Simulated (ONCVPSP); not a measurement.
## Before and after: ONCV potential for Hg (Z = 80)

* Element: Hg
* Generator: ONCVPSP 4.0.1
* Type: optimised norm-conserving Vanderbilt (ONCV)
* Functional: PBE
* Relativity: fully relativistic
* Frozen core: [Kr] 4d10
* Valence charge: 34
* Reference configuration: 4f14 5s2 5p6 5d10 6s1 6p1
* Partial waves: 5s+6s: rc 1.55 bohr, ncon 4, nbas 7, qcut 10.3 1/bohr, 3 projectors, debl 2.8 Ha; 5p+6p: rc 1.60 bohr, ncon 3, nbas 6, qcut 9.7 1/bohr, 2 projectors; 5d: rc 1.85 bohr, ncon 3, nbas 7, qcut 9.9 1/bohr, 2 projectors, debl 2.9 Ha; 4f: rc 0.50 bohr, ncon 5, nbas 10, qcut 37.5 1/bohr, 1 projector
* Local potential: polynomial inside 0.40 bohr (lpopt 5, dvloc0 4 Ha)
* Core correction: Teter function, fcfact 3.75, rcfact 1.35

Open shells are filled in proportion to 2j + 1.

Change: f: ncon 4, nbas 9.

Cutoffs: the cutoffs (Ha) at which the residual kinetic energy of the hardest occupied pseudo-wave falls to 1 and 0.1 mHa per electron; they do not see the model core or the augmentation charge, which bear on the density cutoff. Errors are all-electron minus pseudo energies relative to the spin-unpolarised reference configuration.

**Question.** How do hardness, ghosts and transferability respond?

**Answer.** The potential gets neither clearly harder nor softer (571 Ha and 628 Ha → 550 Ha and 607 Ha); both files keep a bound ghost (d, p, s); the errors of the 3 common tests hardly move.

```tsv
quantity	base	changed
cutoff, loose	571 Ha	550 Ha
cutoff, tight	628 Ha	607 Ha
loose cutoff by channel	s 34 Ha, p 29 Ha, d 23 Ha, f 571 Ha	s 34 Ha, p 29 Ha, d 23 Ha, f 550 Ha
bound ghosts	s, p3/2, d5/2, p1/2, d3/2	s, p3/2, d5/2, p1/2, d3/2
GHOST(+) flags under 300 eV	s at 228.4 eV	s at 228.4 eV
largest miss of a reference level, eV	0.10	0.10
tests with a reliable result	3 of 4	3 of 4
error for 4f14 5s2 5p6 5d10 6s2 6p0, meV [ΔE -5.97 eV]	-0.4	-0.4
error for 4f14 5s2 5p6 5d10 6s1 6p0, meV [ΔE 4.73 eV]	+0.1	+0.1
error for 4f14 5s2 5p6 5d10 6s0 6p0, meV [ΔE 23.72 eV]	-1.5	-1.5
s: phases at 1.57 bohr within 0.05 rad from the reference energy up to (Ha; the scan ends near 5)	to the end of the scan	to the end of the scan
p3/2: phases at 1.62 bohr within 0.05 rad from the reference energy up to (Ha; the scan ends near 5)	to the end of the scan	to the end of the scan
p1/2: phases at 1.62 bohr within 0.05 rad from the reference energy up to (Ha; the scan ends near 5)	to the end of the scan	to the end of the scan
d5/2: phases at 1.87 bohr within 0.05 rad from the reference energy up to (Ha; the scan ends near 5)	to the end of the scan	to the end of the scan
d3/2: phases at 1.87 bohr within 0.05 rad from the reference energy up to (Ha; the scan ends near 5)	to the end of the scan	to the end of the scan
f7/2: phases at 0.51 bohr within 0.05 rad from the reference energy up to (Ha; the scan ends near 5)	to the end of the scan	to the end of the scan
f5/2: phases at 0.51 bohr within 0.05 rad from the reference energy up to (Ha; the scan ends near 5)	to the end of the scan	to the end of the scan
rms error of d²Exc/dni dnj with the model core, mHa	4.23	4.23
```

 A true bound ghost makes a file unfit for plane-wave use even where its test errors are small: the radial tests pick states by their node count and pass the ghost by.
